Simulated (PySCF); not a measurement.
# Interval between two levels of Pt by level of theory

Pt [Xe] 4f14 5d9 6s1 [3D3, M_J = 3] → Pt [Xe] 4f14 5d9 6p1 [3F4, M_J = 4], as a difference of total energies. Computed with PySCF 2.14 in x2c-TZVPall-2c, with the two-component X2C-1e Hamiltonian. Correlated levels: [Kr] 4d10 4f14 frozen; the 34 highest virtual spinors dropped. "Screened" scales the spin-orbit matrix elements by Boettger's factors to mimic the two-electron term; Breit and QED terms are absent.

| method | interval between two levels (cm⁻¹) | error (cm⁻¹) |
| --- | --- | --- |
| GHF (screened spin-orbit) | 28803 | -8787 |
| GMP2 (screened spin-orbit) | 38449 | +859 |

Reference: 37591 cm⁻¹ (measured; NIST Handbook of Basic Atomic Spectroscopic Data (Sansonetti and Martin, J. Phys. Chem. Ref. Data 34, 1559 (2005))).

Errors of the correlated levels include the incompleteness of this basis and the frozen core.

The labels give the starting determinants; with spin-orbit coupling the two ends relaxed to ⟨J²⟩ = 12.04, ⟨L²⟩ = 6.20, ⟨S²⟩ = 2.18 and ⟨J²⟩ = 28.27, ⟨L²⟩ = 14.77, ⟨S²⟩ = 4.52.

The determinant of the upper state mixes levels of different J (the jj label is only the starting occupation), so the difference between spin-free and spin-orbit rows is not the physical spin-orbit shift.
